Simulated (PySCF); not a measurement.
A structure optimised at PBE0-D3(BJ)/def2-SVP, used in a PySCF frequency run:

```
Sb
I 1 2.6670
I 1 2.6670 2 108.24
I 1 2.6670 2 108.24 3 -117.10
```
Charge +1, spin multiplicity 2.

**Question.** Write its SMILES, formula and point group.

**Answer.** [I][Sb+]([I])[I], I₃Sb, C3v

**Question.** What are its rotational constants (standard atomic weights)?

**Answer.** 0.39888, 0.39888, 0.21321 GHz
